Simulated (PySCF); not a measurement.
# Dipole moment and polarisability of `O[SiH2]O[SiH2]CCF`

C2H9FO2Si2.
Cartesian coordinates in Å at the GFN2-xTB level; atoms count from 1:
```xyz
16
C2H9FO2Si2 angstrom
O      1.9080   -1.5544    0.8465
Si     2.4169   -0.0334    0.6716
O      1.2286    0.9361    0.1031
Si    -0.1006    1.3949   -0.6719
C     -1.2912   -0.0698   -0.9933
C     -1.9603   -0.6241    0.2502
F     -1.0299   -1.1637    1.1190
H      1.0251   -1.7438    1.1628
H      2.7781    0.5973    1.9359
H      3.4534   -0.1169   -0.3441
H      0.3061    1.9403   -1.9663
H     -0.7575    2.3657    0.2042
H     -2.0864    0.2486   -1.6664
H     -0.7604   -0.8830   -1.4911
H     -2.6537   -1.4411    0.0176
H     -2.4839    0.1561    0.8109
```

Level: CAM-B3LYP/def2-SVPD (PySCF), static field, nuclei fixed, core orbitals frozen in the response. The polarisability tensor in these axes (au):

```
x   86.21  1.59  2.46
y    1.59 78.82 -2.85
z    2.46 -2.85 76.14
```

Problem. What are the eigenvalues, a third of the trace, and Δα (Δα² = ½Σ(αi − αj)² over the three pairs)?

Solution. Principal values 73.65, 80.63 and 86.89 au; mean 80.39 au = 11.91 Å³ = 13.25 × 10⁻⁴⁰ C²·m²/J; Δα = 11.48 au (14 % of the mean).

Problem. What is the dipole moment, and where does it point?

Solution. (-2.73, 0.57, -1.03) D, 2.97 D in size, pointing from the negative to the positive side. Measured along this direction, the outermost atoms are H9 and H10 at the negative end and H13 at the positive end.

Problem. What depolarisation ratio follows for Rayleigh scattering of linearly polarised light, taking the static tensor?

Solution. ρ = 3Δα²/(45ᾱ² + 4Δα²) = 395.0/(290810 + 526.7) = 0.00136.

Problem. Molar refractivity from α?

Solution. Lorentz–Lorenz: R = (4π/3)N_A α = 2.5225 cm³/(mol·Å³) × 11.91 Å³ = 30.0 cm³/mol, in the limit of long wavelengths.

Problem. Find the Langevin capture rate constant for O2+ (31.990 u) meeting this molecule (140.013 u), k = 2.342 × 10⁻⁹ cm³/s × √(α in Å³ / reduced mass in u).

Solution. The reduced mass is 26.04 u, so k = 1.58 × 10⁻⁹ cm³/s. The formula leaves out the permanent dipole, which adds to the capture rate.

One conformer (not necessarily the lowest) at the GFN2-xTB geometry, without solvent, vibrations or thermal averaging.

These values come from a run that also computed excited states. On Arm Neoverse N1, one thread, no GPU, on a shared host, this took 1.8 min wall and 1.0 GiB of memory at its peak.
